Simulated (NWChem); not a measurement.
# SiHOBrCl2; SMILES O[Si](Cl)(Cl)Br

```xyz
6

O      0.1552    -0.7244    -1.9143
Si     0.0219    -0.4741    -0.3030
Cl    -1.7098    -1.2834     0.4302
Cl     1.6218    -1.3877     0.5563
Br     0.0299     1.6770     0.1783
H     -0.5243    -0.3549    -2.4882
```
Atoms are numbered in this order, from 1.

Program: NWChem. The geometry was optimised at PBE0/def2-SVP. Level: PBE0/def2-SVP with SMD (1 M gas to 1 M solution), gas-phase geometry. Reactions with the solvent are ignored.

Question: Estimate the computed values for solvent water. Quantities: solvation free energy (kcal/mol); cavity-dispersion-structure term (kcal/mol); dipole in solution (D).

Answer: 
| Property | Value |
|---|---|
| solvation free energy (kcal/mol) | -4.6 |
| cavity-dispersion-structure term (kcal/mol) | 1.0 |
| dipole in solution (D) | 2.33 |
